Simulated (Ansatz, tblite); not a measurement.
Removing an electron: the cluster Pd₄⁻. Total charge -1; doublet. Geometry: PBE-D4/def2-SVPD. Ansatz, gas phase; energy differences of separate SCF runs; the oxidised species is a triplet (the singlet lies 0.88 eV higher at PBE0-D4/def2-TZVPD).

Cartesian coordinates in Å:
```
Pd 0.342 1.470 0.601
Pd 1.406 -0.721 -0.378
Pd -0.904 0.065 -1.349
Pd -0.844 -0.814 1.126
```

In the def2 sets Pd takes a core potential; there is no spin–orbit coupling. The xTB rows come from tblite. HOMO above LUMO, or a gap near zero within one spin, warns that the state may not be the lowest or that an electron is smeared out. The structure comes from a short search, and lower isomers may exist.

```tsv
level	−HOMO (eV)	vertical IE (eV)	−LUMO (eV)	HOMO–LUMO gap (eV)	remarks
GFN1-xTB	–	6.53	–	–	–
PBE0-D4/def2-TZVPD	-0.19	1.27	-2.06	1.88	HOMO above zero (-1 doublet), spin-contaminated (⟨S²⟩ 0.90) (-1 doublet)
```

(1) Estimate the rows for GFN2-xTB, r2SCAN-D4/def2-TZVPD.

## Answers

(1) 
| level | −HOMO (eV) | vertical IE (eV) | −LUMO (eV) | HOMO–LUMO gap (eV) | remarks |
| --- | --- | --- | --- | --- | --- |
| GFN2-xTB | – | 5.49 | – | – | – |
| r2SCAN-D4/def2-TZVPD | -0.94 | 1.32 | -1.23 | 0.29 | HOMO above zero (-1 doublet), gap within one spin near zero (triplet), spin-contaminated (⟨S²⟩ 1.03) (-1 doublet) |

Run but left out: PBE-D4/def2-TZVPD (neutral triplet: an occupied level 0.01 eV above an empty one).  A HOMO above zero means that the electron is unbound at that level or that self-interaction error raises the level; the energy of removing that electron tells which. HOMO and LUMO are the levels of the spin that leaves or enters (xTB has no such levels and no spin-polarisation term). Other spin states of the ions may lie lower, which would lower the ionisation energy or raise the affinity. Raw xTB energy differences between charge states are shifted by several eV; the methods need an empirical correction for them.
